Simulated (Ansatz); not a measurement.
Consider the silylene formation by 1,1-elimination: `CC[SiH2][SeH]` → `CC[SeH]` + `[SiH2]`.

Computed with Ansatz on PBE0-D4/def2-TZVP structures; ΔE is electronic, products minus reactants. CCSD(T)/CBS is the MP2 limit (def2-TZVPP, def2-QZVPP) plus CCSD(T) − MP2 in def2-TZVPP, frozen cores. This one scheme is used for every species. DFT in def2-TZVPP. B3LYP here is the variant with VWN-RPA as its local correlation; programs differ in this. For Se outer-core shells are correlated without core-valence functions, which leaves a few kJ/mol of doubt a bond. Scalar relativity is left out up to krypton. One conformer a species, not always the lowest.

`CC[SiH2][SeH]`:

```xyz
12

C     0.881   -1.090   -0.756
C    -0.347   -0.187   -0.790
Si   -0.295    1.226    0.437
Se   -0.100    0.511    2.600
H     1.792   -0.530   -0.984
H     0.800   -1.901   -1.483
H     1.012   -1.538    0.232
H    -0.476    0.259   -1.784
H    -1.258   -0.765   -0.599
H     0.922    2.058    0.240
H    -1.505    2.078    0.294
H    -1.426   -0.122    2.594
```

`CC[SeH]`:

```xyz
9

C     0.158   -0.791    0.562
C     0.131    0.665    0.152
Se    0.105    0.945   -1.785
H     0.214   -0.879    1.651
H     1.019   -1.305    0.131
H    -0.743   -1.311    0.230
H     1.034    1.187    0.475
H    -0.722    1.194    0.577
H    -1.196    0.295   -1.992
```

`[SiH2]`:

Z-matrix (Å, degrees):
```
Si
H 1 1.525
H 1 1.525 2 91.2
```

```
             level  ΔE (kcal/mol)  difference from CCSD(T)/CBS
            PBE-D4           81.3                          0.7
         r2SCAN-D4           85.8                          5.2
           ωB97X-V           82.5                          1.9
           ωB97M-V           79.6                         -1.0
               PBE           79.1                         -1.5
            r2SCAN           85.2                          4.6
              PBE0           82.0                          1.4
             B3LYP           75.2                         -5.4
    MP2/def2-TZVPP           83.4                          2.8
CCSD(T)/def2-TZVPP           77.8                         -2.8
       CCSD(T)/CBS           80.6                            0
```

Largest T1 diagnostic among the species: 0.014.

The D4 term adds +3.6 kcal/mol with B3LYP and +2.0 kcal/mol with PBE0; it sums over pairs of atoms, weighted by their polarisabilities, and B3LYP, whose exchange is more repulsive, gets the larger term. From PBE to PBE0 (25 % exact exchange), in def2-TZVPP and without D4, ΔE moves by +2.9 kcal/mol. In def2-TZVPP, CCSD(T) changes the Hartree–Fock value by +2.8 kcal/mol (the triples alone add +1.0 kcal/mol) and MP2 by +8.5 kcal/mol.
